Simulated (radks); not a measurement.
Charge is removed step by step from the 5s down level of the antimony ion Sb2+, starting from [Kr] 4d10 5s(up 1, down 1) 5p1. Method: scalar-relativistic Kohn-Sham, LDA (Slater exchange, Perdew-Wang correlation), spin-polarised, spherical densities, finite nucleus; open shells are filled with parallel spins first (spin-orbit coupling, left out, can overturn this in heavy ions); Fermi nuclear charge, rms radius 4.6802 fm; computed with a radial shooting solver on a logarithmic mesh with Libxc functionals.

removed (e)	E - E(0) (eV)	eigenvalue (eV)	E minus straight line (eV)
0	0.000	-29.408	0.000
0.1	2.988	-30.364	-0.433
0.2	6.072	-31.322	-0.770
0.3	9.251	-32.283	-1.011
0.4	12.527	-33.247	-1.156
0.5	15.900	-34.212	-1.205
0.6	19.369	-35.178	-1.157
0.7	22.934	-36.145	-1.012
0.8	26.596	-37.111	-0.771
0.9	30.355	-38.073	-0.433
1	34.209	-39.025	0.000

Removing the whole electron costs 34.209 eV by Delta-SCF, against 29.408 eV from minus the eigenvalue at the starting occupation. Slater's transition state (half an electron removed) gives 34.212 eV. Integrating minus the eigenvalue over the occupation (Janak's theorem) gives 34.215 eV. In this scalar-relativistic scheme the density is built from large components alone, so the theorem holds only approximately. The mean slope of the eigenvalue, de/dn, is 9.62 eV per electron.
